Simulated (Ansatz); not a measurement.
The cluster MoPt₃ was relaxed with PBE-D4 (def2-SVP) in Ansatz in these states: neutral quintet, neutral singlet, neutral triplet. The geometries follow in no particular order.

In the def2 sets Mo, Pt take a core potential; there is no spin–orbit coupling.

A:

```csv
atom,x (Å),y (Å),z (Å)
Mo1,-0.328,-0.055,0.224
Pt2,0.757,1.604,1.263
Pt3,0.713,-2.035,0.301
Pt4,-1.142,0.487,-1.789
```

B:

```xyz
4

Mo    0.3420   -0.0381   -0.5128
Pt    0.5902    0.5042    1.8795
Pt   -1.4349    1.3698    0.4615
Pt    0.5027   -1.8359   -1.8281
```

C:

Cartesian coordinates in Å:
```
Mo -0.5724 -0.1022 -0.1859
Pt 0.9941 -1.7052 0.3402
Pt 1.1747 0.6298 -1.4944
Pt -1.5964 1.1776 1.3400
```

Problem. Judge from the bond lengths which geometry belongs to which state (an estimate).

Solution. A is the neutral singlet (Mo1–Pt3 2.238 Å, Mo1–Pt2 2.238 Å, Mo1–Pt4 2.238 Å); B is the neutral quintet (Mo1–Pt3 2.468 Å, Mo1–Pt2 2.466 Å, Mo1–Pt4 2.233 Å); C is the neutral triplet (Mo1–Pt3 2.302 Å, Mo1–Pt2 2.302 Å, Mo1–Pt4 2.239 Å).

This restricted singlet of an open-shell metal (gap down to 0.57 eV) wasn't tested against broken symmetry. At PBE0-D4/def2-TZVP a triplet lies 0.16 eV below the neutral singlet. At PBE0-D4/def2-TZVP a triplet lies 0.52 eV below the neutral quintet. These are the stationary points nearest to one start from a short search; other shapes may lie lower in each state.
